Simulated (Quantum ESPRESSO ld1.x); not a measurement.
One sound ld1.x (Quantum ESPRESSO 7.5) input for neutral zirconium gives E = -3596.484 hartree in 24 iterations:

```
 &input
    zed=40.0,
    iswitch=1,
    rel=1,
    dft='PBESOL',
    config='[Kr] 4d2 5s2',
    prefix='ld1',
    max_out_wfc=37,
    file_charge='ld1.rho',
 /
```

Changed or added lines, one case at a time, and what came of them:

- tr2=1e-2: inaccurate. The cycle stops early, after 7 iterations, and the energy is off by +0.3067 hartree against the sound run.
- lsd=2: refused. The program stops in ld1_readin with "lsd not correct": lsd takes 0 or 1.
- dft='PBEE': silently wrong. The misspelt name is not refused: the parser picks the pieces it recognises inside the string (index line 0 0 3 4 0 0 0), so another functional than the one meant is run.
- config='[Kr] 4d2 5s2 1s1': refused. The program stops in el_config with "wavefunction 1S found too many times": the bracketed core already holds 1s.
- tr2=1e-25: usable despite the warning. The threshold lies below the rounding noise, so the cycle runs to its limit and warns, but the energy differs from the sound run by less than 1e-5 hartree.
- rel=2 cau_fact=27.94: crashed. The program stops in dirsol with "no classical turning point found": with c below Z the Dirac equation of a point nucleus has no 1s solution.
- relpert=.true.: refused. The program stops in ld1_readin with "perturbative SO-splitting for AE calculations with rel=0 only": the perturbative correction needs rel = 0.
